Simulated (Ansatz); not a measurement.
Reaction R1 → 3 P1 + P2, each structure at its B3LYP-D3(BJ)/def2-TZVP stationary point, reached from a drawn start (curvature not checked).
P1: H atom, charge 0, multiplicity 2.
P2: N atom, charge 0, multiplicity 4.
R1, NH3 (SMILES N) (charge 0, multiplicity 1):
```xyz
4

N     -0.00002     0.00000     0.27912
H      0.94276     0.00000    -0.09308
H     -0.47142     0.81648    -0.09307
H     -0.47142    -0.81648    -0.09307
```

P less R. No zero-point or thermal terms; singlets are restricted closed shells; open shells are unrestricted.

Cores are frozen in the correlated methods.

Codes used: Ansatz (Gaussian orbitals). All values are computed, each at the level named.

```tsv
level	reaction energy (kcal/mol)
HF/cc-pVTZ	199.32
revPBE/def2-TZVPP	293.31
B97M-V/def2-TZVPP	296.33
BHLYP/def2-TZVPP	289.26
CAM-B3LYP/def2-TZVPP	300.26
MP2/cc-pVDZ	264.88
SCS-MP2/cc-pVDZ	267.95
SCS-MP2/cc-pVTZ	?
CCSD(T)/cc-pVDZ	?
```

Q: What belongs in the gaps?

A: 
- SCS-MP2/cc-pVTZ, reaction energy (kcal/mol): 291.81
- CCSD(T)/cc-pVDZ, reaction energy (kcal/mol): 266.99

Ansatz is an electronic-structure program.
